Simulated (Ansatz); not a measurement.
A series at Sn: from `[I][SnH]([I])[I]`, ligands are replaced one by one, each step taking up H₂ and setting free HI; n counts the steps. Ansatz, PBE0-D4/def2-TZVP geometries.

CBS adds triple-zeta CCSD(T) − MP2 to the MP2 limit, frozen cores; atoms without spin–orbit coupling. Elements past krypton have def2 core potentials. Outer-core shells of I, Sn are correlated without core-valence functions. Spin–orbit coupling is left out.

```tsv
n	molecule	atomization energy, CCSD(T)/CBS (kJ/mol)
0	`[I][SnH]([I])[I]`	1052.7
1	`[I][SnH2][I]`	1069.9
2	`[SnH3][I]`	1087.1
3	`[SnH4]`	?
```

Problem. By hand: fit a straight line y = ȳ + b (n − n̄) to the 3 given rows and predict n = 3.

Solution. n̄ = 1.000, ȳ = 1069.90; Σ(n − n̄)(y − ȳ) = 34.40, Σ(n − n̄)² = 2.000, so b = 17.20 kJ/mol a step. Prediction: 1069.90 + (17.20) × (2.000) = 1104.3 kJ/mol.

Problem. By hand: compare with the computed value, 1104.7 kJ/mol, and give the steps along the whole series.

Solution. The line misses by 0.4 kJ/mol (computed minus predicted). Steps: 17.2, 17.2, 17.6 kJ/mol.

The steps differ by at most 0.4 kJ/mol, 2.3 % of a mean step, so the ligands' effects nearly add and a line is close. The miss is 0.8 % of the series' range. The energies themselves are unsure by some kJ/mol a bond, though much of that is common to the series.
